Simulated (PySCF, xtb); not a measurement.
[(E)-2-germylethenyl]germane (C2H8Ge2), SMILES [CH](=[CH]\[GeH3])/[GeH3].

Harmonic wavenumbers (cm⁻¹) from GFN2-xTB (xtb) at its own minimum, in rising order: 78, 110, 117, 137, 179, 425, 439, 517, 524, 632, 677, 698, 757, 786, 847, 848, 865, 867, 1018, 1151, 1274, 1608, 1987, 1989, 2063, 2069, 2080, 2085, 2993, 2997.

What does PBE0-D3(BJ)/def2-SVP in PySCF give at its own minimum? (Estimate from the structure and the level; the computed values follow.)

91, 123, 138, 147, 187, 489, 495, 586, 600, 652, 760, 781, 826, 846, 881, 885, 894, 895, 1037, 1175, 1291, 1658, 2149, 2149, 2150, 2154, 2161, 2162, 3142, 3146. Paired by order, the mean absolute difference is 61 cm⁻¹ and the zero-point energies are 46.9 and 49.5 kcal/mol.
